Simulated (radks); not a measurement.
The numbers below are computed, except where a source is named.
V0.25+, configuration [Ar] 3d1.25 4s2 4p1.5 (fractional occupations, a model configuration).

Code: a radial shooting solver on a logarithmic mesh with Libxc functionals. Model: Dirac Kohn-Sham, PBE, spin-unpolarised, spherical densities, point nucleus; open shells are shared between the two j in proportion to 2j + 1.

Energy parts (hartree):
total: -948.49357
kinetic: 958.74164
electron-nucleus: -2248.53297
Hartree: 385.91053
exchange-correlation: -44.61278

Orbitals (lengths in bohr, moments of r in powers of bohr):
orbital  occ.  eigenvalue (hartree)       <r^4>
1s1/2       2             -197.6444  0.00009073
2s1/2       2             -22.73566     0.02215
2p1/2       2             -19.24840     0.01720
2p3/2       4             -18.98787     0.01780
3s1/2       2              -3.08797       1.585
3p1/2       2              -2.13044       2.165
3p3/2       4              -2.09791       2.232
3d3/2     0.5              -0.62424       6.973
3d5/2    0.75              -0.62103       7.044
4s1/2       2              -0.34422       133.1
4p1/2     0.5              -0.17662       338.9
4p3/2       1              -0.17416       348.7

The highest occupied level is 4p3/2 at -4.739 eV. The density falls to 0.001 e/bohr^3 at r = 4.90 bohr.
